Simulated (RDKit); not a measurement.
Input file for RDKit: UFF on C2H3Cl (a complex), monomers drawn apart or pushed together.

```python
from rdkit import Chem
from rdkit.Chem import AllChem, rdDetermineBonds

blocks = [
'''2

Cl   -0.11766468    0.53798936   -0.46653399
H    -0.12369245    0.34362504    0.81057930
''',
'''4

C    -0.55122588   -0.38416351    2.79827622
C     0.29502352    0.45392993    2.92536671
H    -1.30256314   -1.12894456    2.68986425
H     1.04637789    1.19743060    3.04213425
''',
]
mol = None
for b in blocks:
    f = Chem.MolFromXYZBlock(b)
    rdDetermineBonds.DetermineBonds(f, charge=0)
    mol = f if mol is None else Chem.CombineMols(mol, f)
Chem.SanitizeMol(mol)
print(Chem.MolToSmiles(Chem.RemoveHs(mol)))
ff = AllChem.UFFGetMoleculeForceField(mol, vdwThresh=100.0, ignoreInterfragInteractions=False)
e = ff.CalcEnergy()
print(f'UFF energy {e:.6f} kcal/mol')
```

Output:

```
C#C.Cl
UFF energy 22.737205 kcal/mol
```

The run finished.

Cost: around 0.010 core-seconds (rough).
